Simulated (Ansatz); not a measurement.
AlCl$_{2}$F (`[F][Al]([Cl])[Cl]`). Total charge 0; spin multiplicity 1.

```xyz
4

F     0.071   -1.196   -1.247
Al    0.004   -0.067   -0.070
Cl    1.290   -0.208    1.540
Cl   -1.365    1.471   -0.222
```

Q: What are the harmonic wavenumbers in cm⁻¹ at PBE0-D4/def2-TZVP (Ansatz, finite differences of forces, unscaled)? (An estimate is asked.)

A: Ansatz gave: 149, 203, 233, 439, 638, 892.

Q: Is this a minimum?

A: Yes, all 6 modes are real.

Q: Give the ideal-gas thermochemistry at 298.15 K and 1 bar (rigid rotor, harmonic oscillator; point group C2v, symmetry number 2).

A: Zero-point energy 15.3 kJ/mol; H(298) − E = 30.9 kJ/mol; entropy 310.8 J/(mol·K), of which translation 168.2, rotation 109.1, vibration 33.5; G(298) − E = -61.8 kJ/mol.

Q: And at 400, 500, 600, 800 and 1000 K?

A: 
```json
{"T (K)": "400", "H − E (kJ/mol)": "38.1", "S (J/mol/K)": "331.7", "G − E (kJ/mol)": "-94.5"}
{"T (K)": "500", "H − E (kJ/mol)": "45.6", "S (J/mol/K)": "348.3", "G − E (kJ/mol)": "-128.5"}
{"T (K)": "600", "H − E (kJ/mol)": "53.3", "S (J/mol/K)": "362.4", "G − E (kJ/mol)": "-164.1"}
{"T (K)": "800", "H − E (kJ/mol)": "69.1", "S (J/mol/K)": "385.1", "G − E (kJ/mol)": "-239.0"}
{"T (K)": "1000", "H − E (kJ/mol)": "85.3", "S (J/mol/K)": "403.1", "G − E (kJ/mol)": "-317.8"}
```

Q: Rotational constants (cm⁻¹)?

A: 0.1548, 0.07332, 0.04975.
